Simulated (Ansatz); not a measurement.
Compare A (`F[SiH](Cl)[GeH2][Cl]`) with its isomer B (`F[Si](Cl)(Cl)[GeH3]`).

Gas-phase electronic energies from Ansatz, PBE0-D4/def2-TZVP geometries. CBS: MP2 limit from def2 TZ/QZ plus the TZ coupled-cluster correction, frozen cores. Functionals use def2-TZVPP. B3LYP here is the variant with VWN-RPA as its local correlation; programs differ in this. For Ge outer-core shells are correlated without core-valence functions, which leaves a few kJ/mol of doubt a bond. Scalar relativity is left out up to krypton. One conformer a species, not always the lowest.

A:

Z-matrix (Å, degrees):
```
Si
Cl 1 2.045
Ge 1 2.383 2 108.4
F 1 1.592 2 108.4 3 -118.4
H 1 1.478 2 108.5 3 124.5
Cl 3 2.163 1 105.9 2 174.3
H 3 1.534 1 113.1 2 -68.5
H 3 1.535 1 112.3 2 58.0
```

B:

Z-matrix (Å, degrees):
```
Si
Cl 1 2.038
Cl 1 2.038 2 108.8
F 1 1.589 2 107.0 3 115.4
Ge 1 2.370 2 111.5 3 -123.3
H 5 1.533 1 108.3 2 61.2
H 5 1.534 1 109.2 2 -58.6
H 5 1.534 1 109.2 2 -179.1
```

(1) Which is lower in electronic energy at CCSD(T)/CBS, and by how much? (An estimate is asked.)

(2) Give E(B) − E(A) in kJ/mol with B2PLYP, MP2/def2-TZVPP, r2SCAN-D4, PBE-D4, B3LYP-D4, PBE0-D4, CCSD(T)/def2-TZVPP. (An estimate is asked.)

Largest T1 diagnostic: 0.011.

Results:

(1) The calculation gave: B, by 39.9 kJ/mol.

(2) Ansatz gave: B2PLYP -35.1, MP2/def2-TZVPP -39.6, r2SCAN-D4 -41.5, PBE-D4 -39.8, B3LYP-D4 -36.0, PBE0-D4 -39.0, CCSD(T)/def2-TZVPP -37.1. None reverses the order clearly.

In def2-TZVPP, CCSD(T) changes the Hartree–Fock value by −13.7 kJ/mol (the triples alone add −1.8 kJ/mol) and MP2 by −16.2 kJ/mol. The D4 term adds −3.7 kJ/mol with B3LYP and −1.8 kJ/mol with PBE0; it sums over pairs of atoms, weighted by their polarisabilities, and B3LYP, whose exchange is more repulsive, gets the larger term.
